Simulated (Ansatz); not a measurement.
Ansatz (a program for electronic structure) input (B3LYP-D3(BJ)/def2-TZVP):

Ansatz 0.2 input:
```yaml
crystal:
  periodic: [false, false, false]
  atoms:
    - {symbol: C, position_ang: [2.85316536, -0.82335303, 0.16443875]}
    - {symbol: C, position_ang: [1.82936129, 0.20093144, -0.08375399]}
    - {symbol: C, position_ang: [0.40203023, -0.40237570, -0.06995912]}
    - {symbol: C, position_ang: [-0.66286686, 0.66595492, -0.32963533]}
    - {symbol: C, position_ang: [-2.02941596, 0.05975876, -0.33234805]}
    - {symbol: C, position_ang: [-2.97714325, 0.34577167, 0.54036127]}
    - {symbol: H, position_ang: [3.20454784, -1.44488059, -0.63660314]}
    - {symbol: H, position_ang: [3.12322361, -1.09211783, 1.16727707]}
    - {symbol: H, position_ang: [1.98361133, 0.66566577, -1.06164652]}
    - {symbol: H, position_ang: [1.87172102, 0.97747332, 0.68430818]}
    - {symbol: H, position_ang: [0.22066798, -0.86828025, 0.90041858]}
    - {symbol: H, position_ang: [0.33801559, -1.18001570, -0.83352247]}
    - {symbol: H, position_ang: [-0.60095986, 1.44052112, 0.43712985]}
    - {symbol: H, position_ang: [-0.47033947, 1.12988878, -1.30143591]}
    - {symbol: H, position_ang: [-2.20737547, -0.67349372, -1.10885022]}
    - {symbol: H, position_ang: [-2.82467374, 1.06947292, 1.32465021]}
    - {symbol: H, position_ang: [-3.94621111, -0.12245599, 0.50776501]}
basis:
  gaussian:
    orbitals: def2-TZVP
hamiltonian:
  xc: b3lyp
  dispersion: d3bj
magnetization: {spin_polarized: true, initial_magnetization: 1}
relax: {f_tol: 0.002, max_steps: 150}
```

End of the output:

```
1.38 GiB of device memory are held for the factors and their scratch space
mean field: 1.71 GiB planned
mean field evaluation 96: about -6402.0608 eV, gradient 4.7e-1 eV
mean field -6402.02104498 eV, -235.2699339574 hartree, gradient 1.6e-5 eV, S^2 0.753970; 0 other end points of the search recorded, 0 dependent functions left out
the calculation of the forces begins
reference -6402.02137415 eV, -235.2699460540 hartree; 24, 23 occupied and 228, 229 virtual orbitals, 1564 factors
relax step  13: F+E_penalty+E_count = -6402.60114949 eV  Δ(F+E_penalty+E_count) = -6.976e-7 eV  max|allowed force component| = 3.499e-3 eV/Å  Δτ_max = 0.0014 Å  (37 SCF iters, accepted)
these checks for a lower state are left out or cut short: starts, cluster_reference, orbital_swaps, neighbouring_geometries, increment
integrals: 0.18 GiB planned
1564 factors; their error is unknown
0.34 GiB of the device are held for the grids
1.38 GiB of device memory are held for the factors and their scratch space
mean field: 1.71 GiB planned
mean field -6402.02104892 eV, -235.2699341022 hartree, gradient 1.6e-5 eV, S^2 0.753970; 0 other end points of the search recorded, 0 dependent functions left out
the calculation of the forces begins
reference -6402.02137808 eV, -235.2699461986 hartree; 24, 23 occupied and 228, 229 virtual orbitals, 1564 factors
relax step  14: F+E_penalty+E_count = -6402.60115031 eV  Δ(F+E_penalty+E_count) = -8.221e-7 eV  max|allowed force component| = 1.410e-3 eV/Å  Δτ_max = 0.0006 Å  (37 SCF iters, accepted)
integrals: 0.18 GiB planned
1564 factors; their error is unknown
0.34 GiB of the device are held for the grids
1.38 GiB of device memory are held for the factors and their scratch space
mean field: 1.71 GiB planned
mean field evaluation 128: about -6402.0211 eV, gradient 2.4e-3 eV
mean field -6402.02104892 eV, -235.2699341022 hartree, gradient 1.6e-5 eV, S^2 0.753970; 1 other end points of the search recorded, 0 dependent functions left out
the calculation of the forces begins
reference -6402.02137808 eV, -235.2699461986 hartree; 24, 23 occupied and 228, 229 virtual orbitals, 1564 factors
Total energy: -6402.60147947 eV, -235.2912645312 hartree
Atom 0 at     2.895535    -0.826637     0.151485 Å, force     0.000095    -0.000032     0.000210 eV/Å
Atom 1 at     1.833539     0.181972    -0.087380 Å, force    -0.000121    -0.000109     0.000260 eV/Å
Atom 2 at     0.408390    -0.412541    -0.058338 Å, force     0.000125     0.000175    -0.000104 eV/Å
Atom 3 at    -0.672493     0.646822    -0.305371 Å, force    -0.000649     0.000073    -0.000230 eV/Å
Atom 4 at    -2.051741     0.066768    -0.326569 Å, force     0.001410    -0.000446     0.000006 eV/Å
Atom 5 at    -3.023869     0.371296     0.523664 Å, force    -0.000917    -0.000224     0.001011 eV/Å
Atom 6 at     3.271309    -1.438488    -0.657708 Å, force    -0.000245     0.000038    -0.000011 eV/Å
Atom 7 at     3.209745    -1.076968     1.155744 Å, force     0.000140     0.000103    -0.000173 eV/Å
Atom 8 at     1.980662     0.662195    -1.060766 Å, force     0.000060     0.000117    -0.000153 eV/Å
Atom 9 at     1.888198     0.973649     0.666879 Å, force    -0.000039    -0.000239     0.000044 eV/Å
Atom 10 at     0.233016    -0.891777     0.908113 Å, force    -0.000060     0.000064    -0.000045 eV/Å
Atom 11 at     0.332146    -1.200163    -0.813613 Å, force     0.000003    -0.000014    -0.000036 eV/Å
Atom 12 at    -0.610079     1.422994     0.462624 Å, force    -0.000038    -0.000040    -0.000066 eV/Å
Atom 13 at    -0.468345     1.135319    -1.265603 Å, force     0.000230    -0.000041    -0.000005 eV/Å
Atom 14 at    -2.241429    -0.674368    -1.099840 Å, force    -0.000421     0.000234     0.000004 eV/Å
Atom 15 at    -2.877548     1.101759     1.311843 Å, force     0.000040     0.000187    -0.000304 eV/Å
Atom 16 at    -3.999677    -0.093367     0.463432 Å, force     0.000386     0.000154    -0.000408 eV/Å
Dipole moment:     0.007960     0.006270    -0.032082 e Å
```

It need not be the lowest isomer of its formula.
